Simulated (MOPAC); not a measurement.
Input file for MOPAC: AM1 on As2BH5 (SMILES [AsH2]B[AsH2]), a point of a torsion scan.

```
AM1 1SCF PRECISE CHARGE=0 THREADS=1
As2BH5

As     1.78834003 1     0.04348271 1    -0.25457578 1
B     -0.04194038 1    -0.79890965 1    -0.03152228 1
As    -1.67650379 1     0.03492539 1     0.77671933 1
H      1.27440628 1     1.46245764 1    -0.38449285 1
H      1.84215329 1     0.21515310 1     1.24340337 1
H     -0.11195477 1    -1.96179791 1    -0.22144117 1
H     -1.03266936 1     1.35314636 1     1.14191436 1
H     -1.24523893 1    -0.55215482 1     2.09520339 1
```

Output:

```
*******************************************************************************
 **                                                                           **
 **                              MOPAC v23.2.5                                **
 **                                                                           **
 *******************************************************************************
 ** MOPAC's Digital Object Identifier: https://doi.org/10.5281/zenodo.6511958 **
 **                                                                           **
 ** Please cite the open-source release paper for use of this MOPAC version:  **
 ** J. E. Moussa and J. J. P. Stewart (2026)                                  **
 ** MOPAC: An open-source semiempirical molecular orbital program             **
 ** J. Open Source Softw., 11(119), 8025, https://doi.org/10.21105/joss.08025 **
 *******************************************************************************

                              AM1 CALCULATION RESULTS

 *******************************************************************************
 *  AM1        - The AM1 Hamiltonian to be used
 *
 *
 *
 *                 CHARGE ON SYSTEM = 0
 *
 *
 *
 *  PRECISE    - TIGHTER CRITERIA TO BE USED
 *  1SCF       - DO 1 SCF AND THEN STOP
 *  THREADS=1  - MULTI-THREADING NOT USED
 *  T=         - A TIME OF 172800.0 SECONDS REQUESTED
 *  DUMP=N     - RESTART FILE WRITTEN EVERY 7200.0 SECONDS REQUESTED
 *******************************************************************************
AM1 1SCF PRECISE CHARGE=0 THREADS=1
 As2BH5

   ATOM   CHEMICAL          X               Y               Z
  NUMBER   SYMBOL      (ANGSTROMS)     (ANGSTROMS)     (ANGSTROMS)

     1      As          1.78834003  *   0.04348271  *  -0.25457578  *
     2       B         -0.04194038  *  -0.79890965  *  -0.03152228  *
     3      As         -1.67650379  *   0.03492539  *   0.77671933  *
     4       H          1.27440628  *   1.46245764  *  -0.38449285  *
     5       H          1.84215329  *   0.21515310  *   1.24340337  *
     6       H         -0.11195477  *  -1.96179791  *  -0.22144117  *
     7       H         -1.03266936  *   1.35314636  *   1.14191436  *
     8       H         -1.24523893  *  -0.55215482  *   2.09520339  *



          CARTESIAN COORDINATES

    NO.       ATOM           X           Y           Z

     1        As          1.7883      0.0435     -0.2546
     2         B         -0.0419     -0.7989     -0.0315
     3        As         -1.6765      0.0349      0.7767
     4         H          1.2744      1.4625     -0.3845
     5         H          1.8422      0.2152      1.2434
     6         H         -0.1120     -1.9618     -0.2214
     7         H         -1.0327      1.3531      1.1419
     8         H         -1.2452     -0.5522      2.0952

  H: (AM1): M.J.S. DEWAR ET AL, J. AM. CHEM. SOC. 107 3902-3909 (1985)
  B: (AM1): M.J.S. DEWAR ET AL, ORGANOMETALLICS, 7, 513-521 (1988)
 As: (AM1): J. J. P. STEWART, J. MOL. MOD., 10, 155-164 (2004)

           Empirical Formula: H5 As2 B  =     8 atoms



      MOLECULAR POINT GROUP   :   C1


      RHF CALCULATION, NO. OF DOUBLY OCCUPIED LEVELS = 9


 -------------------------------------------------------------------------------
 AM1 1SCF PRECISE CHARGE=0 THREADS=1
 As2BH5



     1SCF WAS SPECIFIED, SO BFGS WAS NOT USED
     SCF FIELD WAS ACHIEVED


                              AM1 CALCULATION
                                                       MOPAC v23.2.5 Linux




          FINAL HEAT OF FORMATION =         35.62335 KCAL/MOL =     149.04812 KJ/MOL


          COSMO AREA              =        121.28 SQUARE ANGSTROMS
          COSMO VOLUME            =        111.14 CUBIC ANGSTROMS

          IONIZATION POTENTIAL    =          9.082653 EV
          HOMO LUMO ENERGIES (EV) =         -9.083 -0.090
          NO. OF FILLED LEVELS    =          9
          MOLECULAR WEIGHT        =        165.6927         POINT GROUP:  C1

          MOLECULAR DIMENSIONS (Angstroms)

            Atom       Atom       Distance
            H     8    H     4     4.06893
            H     6    H     7     3.69291
           As     3    H     5     2.87126


          SCF CALCULATIONS        =          1





   ATOM   CHEMICAL          X               Y               Z
  NUMBER   SYMBOL      (ANGSTROMS)     (ANGSTROMS)     (ANGSTROMS)

     1      As          1.78834003  *   0.04348271  *  -0.25457578  *
     2       B         -0.04194038  *  -0.79890965  *  -0.03152228  *
     3      As         -1.67650379  *   0.03492539  *   0.77671933  *
     4       H          1.27440628  *   1.46245764  *  -0.38449285  *
     5       H          1.84215329  *   0.21515310  *   1.24340337  *
     6       H         -0.11195477  *  -1.96179791  *  -0.22144117  *
     7       H         -1.03266936  *   1.35314636  *   1.14191436  *
     8       H         -1.24523893  *  -0.55215482  *   2.09520339  *

                             CARTESIAN COORDINATES

   1   As        1.788340030     0.043482710    -0.254575780
   2    B       -0.041940380    -0.798909650    -0.031522280
   3   As       -1.676503790     0.034925390     0.776719330
   4    H        1.274406280     1.462457640    -0.384492850
   5    H        1.842153290     0.215153100     1.243403370
   6    H       -0.111954770    -1.961797910    -0.221441170
   7    H       -1.032669360     1.353146360     1.141914360
   8    H       -1.245238930    -0.552154820     2.095203390


           Empirical Formula: H5 As2 B  =     8 atoms



      MOLECULAR POINT GROUP   :   C1


                  EIGENVALUES
 -23.59553 -19.50791 -17.86399 -12.99593 -12.36277 -11.72020 -11.48314 -10.94424
  -9.08265  -0.09018   0.05934   1.29702   1.41822   1.43869   1.81757   2.59712
   4.52291


              NET ATOMIC CHARGES AND DIPOLE CONTRIBUTIONS

  ATOM NO.   TYPE          CHARGE      No. of ELECS.   s-Pop       p-Pop
    1         As           0.290488        4.7095     1.86236     2.84715
    2          B          -0.052589        3.0526     1.38339     1.66920
    3         As           0.304126        4.6959     1.85420     2.84167
    4          H          -0.121151        1.1212     1.12115
    5          H          -0.109152        1.1092     1.10915
    6          H          -0.077223        1.0772     1.07722
    7          H          -0.132674        1.1327     1.13267
    8          H          -0.101824        1.1018     1.10182
 DIPOLE           X         Y         Z       TOTAL
 POINT-CHG.    -0.342    -0.515    -1.311     1.449
 HYBRID         0.429     0.873     2.167     2.375
 SUM            0.087     0.358     0.856     0.932


          ATOMIC ORBITAL ELECTRON POPULATIONS

     Atom    s        px        py        pz
    1 As   1.86236   1.02997   0.90426   0.91292
    2  B   1.38339   0.72017   0.79036   0.15866
    3 As   1.85420   1.05612   0.87719   0.90836
    4  H   1.12115
    5  H   1.10915
    6  H   1.07722
    7  H   1.13267
    8  H   1.10182

 **********************
 *                    *
 * JOB ENDED NORMALLY *
 *                    *
 **********************




 == MOPAC DONE ==
```

The run finished.

Cost: roughly 0.04 core-seconds.
